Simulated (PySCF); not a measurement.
## Dipole response of Pd²⁺ (palladium, charge +2)

[Kr] 4d7 5s1, high-spin 5F determinant (an excited configuration). Computed with PySCF 2.14 in aug-cc-pVTZ-PP with one added diffuse shell each of s, p, d, f, g type with ECP28MDF (7s7p6d4f3g, 113 functions), with scalar relativity through the core potential. Coupled (time-dependent) response in atomic units; α is the mean over directions.

```json
{"method": "B3LYP", "mean α (bohr³)": "16.79", "C₆ (like pair)": "89.80", "S(−4)": "174.2"}
{"method": "TPSSh", "mean α (bohr³)": "17.83", "C₆ (like pair)": "96.66", "S(−4)": "198.3"}
```

S(−4) is the Cauchy moment in α(ω) = α(0) + S(−4) ω² + …

Spin-orbit coupling is absent.

α(iu) at B3LYP:

```tsv
u (hartree)	α(iu) (bohr³)
0	16.79
0.0500	16.37
0.100	15.27
0.200	12.33
0.300	9.801
0.500	6.734
0.750	4.820
1.00	3.735
1.50	2.501
2.00	1.801
3.00	1.051
5.00	0.4696
```

A single London oscillator, α(iu) = α/(1 + u²/ω²), gives C₆ = (3/4) ω α². Matching the computed C₆ needs ω = 4 × 89.80 / (3 × 16.79²) = 0.425 hartree.

For an ion, C₆ is the dispersion term alone; charge-induced terms of lower order in 1/R come first.

Energies and moments cover only the electrons outside the core potential.
